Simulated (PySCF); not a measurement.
PySCF 2.14 output of a UHF calculation on a single atom or ion in x2c-SVPall (4s3p1d, 18 functions), with scalar relativity by spin-free X2C-1e:

```
SCF conv_tol = 1e-09
number electrons alpha = 9  beta = 9
cycle= 1 E= -528.412033477775  delta_E= -1.58e-10  |g|= 3.64e-06  |ddm|= 3.82e-05
converged SCF energy = -528.412033477775  <S^2> = -3.5527137e-15  2S+1 = 1
```

The run itself started from symmetry-adapted Hartree-Fock orbitals and held the occupation by maximum overlap, so the iterations belong to that start.

Q: Which element, charge and spin multiplicity is this?

A: Ar (argon, neutral), multiplicity 1; the state was [Ar], closed-shell 1S.
